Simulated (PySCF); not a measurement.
**Exercise with solution: oscillator strength and radiative lifetime**

CH4AlClS, SMILES [Cl][AlH][S]C.

Coordinates come from a TPSSh-D3(BJ)/def2-SVP optimisation. One conformer was computed; it need not be the lowest.

TDDFT-M06-2X/def2-SVPD (PySCF) puts the first singlet state with f over 0.02 at 5.52 eV (vertical), with the transition dipole (0.317, -0.673, 0.000) in atomic units.

Q: Find the oscillator strength, the wavelength and the radiative lifetime that this transition would have in vacuum if emission retraced absorption.

A: 
|μ|² = 0.5534 au, so |μ| = 1.89 D. ΔE = 5.52/27.211 = 0.2029 hartree. f = (2/3) ΔE |μ|² = 0.075 (the program prints 0.075).
λ = 1239.84/5.52 = 225 nm; ν = 44522 cm⁻¹.
Einstein's coefficient A = 0.6670 ν² f s⁻¹ (ν in cm⁻¹) = 9.9e7 s⁻¹, so τ = 1/A = 10 ns. This state is S1. The figure is the radiative limit of this one transition; relaxation, internal conversion, crossing to triplets and a medium change what is measured.
